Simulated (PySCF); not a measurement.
Computed IR spectrum (relative IR intensity) of a molecule C2H7BFN. Coordinates come from a B3LYP-D3(BJ)/def2-SVP optimisation. Other conformers were not sampled. The numbers are results of B3LYP-D3(BJ)/def2-SVP (PySCF), not measurements. Harmonic, unscaled wavenumbers; measured fundamentals usually lie a few per cent lower.

Lines under 2 % of the strongest are left out, and lines within 2 cm⁻¹ are merged.

```tsv
ν (cm⁻¹)	relative intensity
495	3.9
618	23
902	14
1081	11
1109	5.2
1230	29
1339	28
1373	61
1458	18
1476	14
1571	100
3006	27
3063	15
3095	3.8
3116	7.9
3144	2.6
3618	7.6
```

Pick the molecule that these values belong to.
A) CCB(N)F
B) CNB(C)F
C) CN(C)BF
D) CB(N)CF

B, CNB(C)F
